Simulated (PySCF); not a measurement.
**Relaxation of singlet MnH7**

These are results of PySCF, PBE0, basis Mn def2-TZVP, H def2-TZVP (no relativity, density fitting), not measurements. A (50,194) grid was used.

A hand-made capped octahedral start, of C3v symmetry, held to at least that symmetry:

```xyz
8
charge 0 multiplicity 1, angstrom
Mn    0.0000    0.0000    0.0037
H    -0.0003    0.0000    1.5137
H     1.4584    0.0000    0.3948
H    -0.7293    1.2631    0.3944
H    -0.7293   -1.2631    0.3944
H     0.5786    1.0018   -0.9668
H    -1.1566    0.0000   -0.9671
H     0.5786   -1.0018   -0.9668
```

Optimiser trace:
```
step  E − E(last) (kJ/mol)  largest gradient (Eh/bohr)
   0                344.91                     0.13295
   1                270.29                     0.10840
   2                139.75                     0.02263
   3                101.79                     0.02935
   4                 76.74                     0.03448
   5                 50.89                     0.01045
   6                 45.41                     0.01085
   7                 42.65                     0.01544
   8                 37.44                     0.01136
   9                 33.87                     0.00564
  10                 29.59                     0.00526
  11                 21.19                     0.00724
  12                  7.69                     0.01455
  13                  5.40                     0.02675
  14                  0.48                     0.00265
  15                  0.18                     0.00231
  16                  0.06                     0.00193
  17                  0.02                     0.00119
  18                  0.00                     0.00060
  19                  0.00                     0.00033
  20                  0.00                     0.00017
```

It ends at C6v with Mn–H 1.519 Å (×6), Mn–H 1.736 Å; H–Mn–H 46.9° (×6), H–Mn–H 87.2° (×6), H–Mn–H 105.5° (×3), H–Mn–H 127.2° (×6) (after a last refinement on a finer grid). A frequency run shows 5 imaginary modes, down to 1309i cm⁻¹, so it is a higher-order saddle point. Other isomers or separated fragments may lie lower.

Final geometry:
```xyz
8
charge 0 multiplicity 1, angstrom
Mn    0.0000    0.0000    0.0617
H    -0.0003    0.0000    1.7982
H     1.2090    0.0000   -0.8571
H    -0.6043    1.0469   -0.8575
H    -0.6042   -1.0469   -0.8575
H     0.6046    1.0469   -0.8572
H    -1.2087    0.0000   -0.8576
H     0.6046   -1.0469   -0.8572
```

Stability towards spin polarisation was not tested.

The relaxation took roughly 80 core-seconds on a shared host.
